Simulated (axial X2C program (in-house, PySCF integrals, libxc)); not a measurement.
The numbers below are computed, except where a source is named.
MoAs: input and output

Program: an in-house relativistic program for diatomic molecules.

Input:
```json
{
 "zs": [
  42,
  33
 ],
 "q": 0,
 "bas": [
  "dyall-cv3z",
  "dyall-cv3z"
 ],
 "levels": [
  "PBE0",
  "HF",
  "B97-3"
 ],
 "cc": true,
 "r0": 2.59,
 "thr": -1.0,
 "nmax": 90,
 "npts": 10,
 "nst": 2,
 "ntry": 6
}
```
```bash
python so2c.py task.json out
```

Keys: zs atomic numbers; q charge; bas basis sets; levels methods; cc coupled cluster on or off; r0 starting distance in Å; thr threshold in hartree for freezing inner shells (an s shell follows its p shell); nmax most natural virtual spinors; npts points on the curve; nst determinants followed; ntry starts of the search. HF also brings MP2.

Output of the HF step, spin-free, at R = 2.288 Å for the state M_S = 3/2, Λ = 0. It starts from PBE0 orbitals of this distance.

```
spin-free X2C-1e  HF
basis functions 257  fitting functions 1271  grid points 5801
iter        total energy     max residual
   1      -6305.262321030     3.36e-01
   2      -6305.309818773     1.36e-02
   3      -6305.318753061     8.92e-03
   4      -6305.321947197     5.43e-03
   5      -6305.325107576     2.61e-03
   6      -6305.326076078     8.54e-04
   7      -6305.326159556     4.41e-04
   8      -6305.326192203     2.78e-04
   9      -6305.326202421     2.54e-04
  10      -6305.326207956     1.40e-04
  11      -6305.326209461     5.57e-05
  12      -6305.326209770     2.82e-05
  13      -6305.326209839     1.43e-05
  14      -6305.326209859     9.09e-06
  15      -6305.326209868     5.66e-06
  16      -6305.326209871     3.62e-06
  17      -6305.326209872     1.10e-06
converged
one-electron -9372.81188129  Coulomb 2952.44982147  exact exchange -205.52342205  xc functional 0.00000000  nuclear repulsion 320.55927200
correlated 11  virtual 327  natural virtual 89  E(MP2) -0.215190433  MP2 remainder -0.010346950
iter   CCSD correlation   residual
   1     -0.217714173   1.28e-01
   2     -0.225008491   7.47e-02
   3     -0.230223976   5.04e-02
   4     -0.233733506   3.27e-02
   5     -0.235043256   1.44e-02
   6     -0.235278027   6.24e-03
   7     -0.235339699   2.85e-03
   8     -0.235335049   1.23e-03
   9     -0.235330033   5.20e-04
  10     -0.235338665   2.13e-04
  11     -0.235336935   7.65e-05
  12     -0.235338474   3.03e-05
  13     -0.235338150   1.38e-05
  14     -0.235338341   7.22e-06
  15     -0.235338429   3.03e-06
  16     -0.235338476   1.29e-06
  17     -0.235338495   5.40e-07
(T) -0.013432902  T1 0.0881  D1 0.1544  max T2 0.050
```
Energies are in hartree; totals compare only within one Hamiltonian and basis. T1 is large, a sign of multireference character or of a spin-contaminated reference. T1 in the output is the amplitude norm over the root of the electron number; divide by √2 for the Lee–Taylor value. The determinant is spin-polarised beyond a pure state at some levels (its spin-free form has ⟨S²⟩ too high), which makes Re and μ there less reliable.
